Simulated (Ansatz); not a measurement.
The cluster Ru5. Total charge 0; triplet. Geometry PBE-D4/def2-SVP, that of the charge +1 doublet; atoms count from 1.

```xyz
5

Ru   -1.5325   -0.1195    0.0117
Ru    0.3534    0.2544   -1.5937
Ru    0.5048   -1.5563   -0.2290
Ru    0.2615    1.6160    0.2231
Ru    0.4129   -0.1945    1.5878
```

In the def2 sets Ru takes a core potential; there is no spin–orbit coupling. The charge 0 triplet is spin-contaminated (final ⟨S²⟩ up to 3.69, 2.00 for a pure state). The structure comes from a short search, and lower isomers may exist.

**Question.** Estimate the Mulliken populations from the PBE0/def2-TZVP orbitals of Ansatz.

**Answer.** 
```
atom  charge (e)  spin (α − β)  d electrons
 Ru1       -0.11         -1.20         7.10
 Ru2        0.03         -0.05         7.10
 Ru3        0.04         -0.68         7.08
 Ru4        0.02          2.03         6.92
 Ru5        0.02          1.90         6.96
```
Mulliken values depend strongly on the basis.

**Question.** Where does the spin sit?

**Answer.** Summed by element: Ru 2.00, of 2 unpaired in all. Largest on single atoms: Ru4 2.03, Ru5 1.90, Ru1 -1.20.

**Question.** And the Mayer bond orders between heavy atoms (over 0.3)?

**Answer.** Ru1–Ru2 1.04 (2.50 Å); Ru1–Ru3 1.11 (2.50 Å); Ru1–Ru4 0.94 (2.50 Å); Ru1–Ru5 0.94 (2.50 Å); Ru2–Ru3 1.68 (2.27 Å); Ru2–Ru4 1.55 (2.27 Å); Ru3–Ru5 1.42 (2.27 Å); Ru4–Ru5 1.76 (2.27 Å).
